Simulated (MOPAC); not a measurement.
MOPAC input (PM7):

```
PM7 FORCE THERMO(298,298) PRECISE LET UHF MS=0.5 GEO-OK AUX(PRECISION=9) THREADS=1
ClI2Si

Cl   -0.29071297 1    2.56532026 1    0.05324021 1
Si   -0.06838690 1    0.60802766 1    0.03929941 1
I     2.06835917 1   -0.25527091 1   -0.00643944 1
I    -1.95706089 1   -0.71303510 1    0.06959641 1
```

From the output:

```
     I    4   0.378695   2.560948   0.373355   3.133686

          HEAT OF FORMATION =     -43.096832 KCALS/MOLE

          ZERO POINT ENERGY       2.617 KCAL/MOL

           NORMAL COORDINATE ANALYSIS (Total motion = 1 Angstrom)

   Root No.       1         2         3         4         5         6

                 1 A1      1 B2      1 B1      2 A1      2 B2      3 A1

                  95.0     130.0     171.0     285.0     526.2     623.7

           1    0.2728    0.0000    0.0000    0.3923   -0.0000   -0.3843
           2   -0.0000    0.5950   -0.0000   -0.0000   -0.0003    0.0000
           3    0.0000   -0.0000   -0.1990    0.0000    0.0000   -0.0000
           4    0.2905   -0.0000   -0.0000    0.2736    0.0000    0.5698
           5   -0.0000   -0.1321    0.0000   -0.0000    0.7987   -0.0000
           6    0.0000    0.0000    0.7014    0.0000   -0.0000    0.0000
           7   -0.0703   -0.1180    0.0000   -0.0851   -0.0479   -0.0094
           8    0.2067   -0.0685   -0.0000   -0.1438   -0.0883   -0.0210
           9   -0.0000    0.0000   -0.0498    0.0000    0.0000   -0.0000
          10   -0.0703    0.1180    0.0000   -0.0851    0.0479   -0.0094
          11   -0.2067   -0.0685   -0.0000    0.1438   -0.0883    0.0210
          12    0.0000    0.0000   -0.0498   -0.0000    0.0000   -0.0000

           MASS-WEIGHTED COORDINATE ANALYSIS (NORMAL COORDINATES)

   Root No.       1         2         3         4         5         6

                 1 A1      1 B2      1 B1      2 A1      2 B2      3 A1

                  95.0     130.0     171.0     285.0     526.2     623.7

           1    0.3927    0.0000    0.0000    0.6105   -0.0000   -0.6012
           2   -0.0000    0.8406   -0.0000   -0.0000   -0.0004    0.0000
           3    0.0000   -0.0000   -0.2976    0.0000    0.0000   -0.0000
           4    0.3723   -0.0000   -0.0000    0.3789    0.0000    0.7933
           5   -0.0000   -0.1661    0.0000   -0.0000    0.9353   -0.0000
           6    0.0000    0.0000    0.9336    0.0000   -0.0000    0.0000
           7   -0.1914   -0.3153    0.0000   -0.2504   -0.1192   -0.0277
           8    0.5630   -0.1831   -0.0000   -0.4233   -0.2199   -0.0620
           9   -0.0000    0.0000   -0.1410    0.0000    0.0000   -0.0000
          10   -0.1914    0.3153    0.0000   -0.2504    0.1192   -0.0277
          11   -0.5630   -0.1831   -0.0000    0.4233   -0.2199    0.0620
          12    0.0000    0.0000   -0.1410   -0.0000    0.0000   -0.0000

          DESCRIPTION OF VIBRATIONS

 VIBRATION          1    1A1         ATOM PAIR     ENERGY CONTRIBUTION    RADIAL
 FREQUENCY            95.03         Si2 -- I 3         +41.2% (190.3%)      8.1%
 TRANSITION DIPOLE   0.8370         Si2 -- I 4         +41.2% (190.3%)      8.1%
 TRAVEL (Ang.)       0.1464         Cl1 -- Si2         +17.5% (124.1%)    100.0%
 REDUCED MASS       33.1150
 EFFECTIVE MASS    143.8701
 FORCE CONSTANT      0.1762

 VIBRATION          2    1B2         ATOM PAIR     ENERGY CONTRIBUTION    RADIAL
 FREQUENCY           130.05         Cl1 -- Si2         +65.0% ( 96.7%)      0.0%
 TRANSITION DIPOLE   0.9167         Si2 -- I 3         +17.5% ( 50.2%)     27.4%
 TRAVEL (Ang.)       0.1528         Si2 -- I 4         +17.5% ( 50.2%)     27.4%
 REDUCED MASS       22.2049
 EFFECTIVE MASS     68.1103
 FORCE CONSTANT      0.2213

 VIBRATION          3    1B1         ATOM PAIR     ENERGY CONTRIBUTION    RADIAL
 FREQUENCY           170.96         Cl1 -- Si2         +36.7% ( 96.0%)      0.0%
 TRANSITION DIPOLE   0.8091         Si2 -- I 3         +31.6% ( 89.2%)      0.0%
 TRAVEL (Ang.)       0.1348         Si2 -- I 4         +31.6% ( 89.2%)      0.0%
 REDUCED MASS       21.7187
 EFFECTIVE MASS     31.2997
 FORCE CONSTANT      0.3740

 VIBRATION          4    2A1         ATOM PAIR     ENERGY CONTRIBUTION    RADIAL
 FREQUENCY           284.99         Si2 -- I 3         +41.5% ( 86.0%)     78.5%
 TRANSITION DIPOLE   0.8023         Si2 -- I 4         +41.5% ( 86.0%)     78.5%
 TRAVEL (Ang.)       0.1078         Cl1 -- Si2         +17.0% ( 55.1%)    100.0%
 REDUCED MASS       20.3544
 EFFECTIVE MASS     71.6734
 FORCE CONSTANT      0.9740

 VIBRATION          5    2B2         ATOM PAIR     ENERGY CONTRIBUTION    RADIAL
 FREQUENCY           526.18         Si2 -- I 4         +34.9% ( 94.0%)     85.2%
 TRANSITION DIPOLE   6.1586         Si2 -- I 3         +34.9% ( 94.0%)     85.2%
 TRAVEL (Ang.)       0.0755         Cl1 -- Si2         +30.2% ( 87.6%)      0.0%
 REDUCED MASS       22.4899
 EFFECTIVE MASS     36.6078
 FORCE CONSTANT      3.6687

 VIBRATION          6    3A1         ATOM PAIR     ENERGY CONTRIBUTION    RADIAL
 FREQUENCY           623.69         Cl1 -- Si2         +53.5% ( 99.1%)    100.0%
 TRANSITION DIPOLE   6.0691         Si2 -- I 3         +23.3% ( 65.4%)     29.4%
 TRAVEL (Ang.)       0.0828         Si2 -- I 4         +23.3% ( 65.4%)     29.3%
 REDUCED MASS       15.7607
 EFFECTIVE MASS     31.2733
 FORCE CONSTANT      3.6121

      SYMMETRY NUMBER FOR POINT-GROUP C2v =  2

          SYSTEM IS A GROUND STATE

 ClI2Si

          MOLECULE IS NOT LINEAR

          THERE ARE  6 GENUINE VIBRATIONS IN THIS SYSTEM
          THIS THERMODYNAMICS CALCULATION IS LIMITED TO
          MOLECULES WHICH HAVE NO INTERNAL ROTATIONS

                    CALCULATED THERMODYNAMIC PROPERTIES
                                          *
   TEMP. (K)   PARTITION FUNCTION   H.O.F.    ENTHALPY  HEAT CAPACITY ENTROPY
                                   KCAL/MOL   CAL/MOLE    CAL/K/MOL  CAL/K/MOL

 298.00  VIB.     0.1584D+02                  1769.7754     9.6281    11.4291
         ROT.     0.7918D+06                   888.2803     2.9808    29.9712
         INT.     0.1255D+08                  2658.0557    12.6089    41.4002
         TRA.     0.5465D+28                  1480.4672     4.9680    43.1581
         TOT.                      -43.097    4138.5229    17.5769    84.5584

   *: NOTE: HEATS OF FORMATION ARE RELATIVE TO THE
            ELEMENTS IN THEIR STANDARD STATE AT 298K
              (=  Standard Enthalpy of Formation).

            Hvib:  Zero-point energy is not included.
                   frequencies of less than zero cm-1 are not included.
            Hrot = (3/2)RT
            Htra = (3/2)RT + pV = (5/2)RT

            Heat capacity is Cp, not Cv

          For more information, see: HTTP://OpenMOPAC.net/Manual/thermochemistry.html

           FORCE CONSTANT IN CARTESIAN COORDINATES (Millidynes/A)

    ATOM   CHEMICAL       X               Y               Z
   NUMBER   SYMBOL  FORCE CONSTANT  FORCE CONSTANT  FORCE CONSTANT

      1      Cl        3.597684        0.249659        0.054432
      2      Si        4.264810        4.015919        0.421595
      3       I        0.847971        2.457559        0.043665
      4       I        0.847957        2.457573        0.043665

 **********************
 *                    *
 * JOB ENDED NORMALLY *
 *                    *
 **********************
```
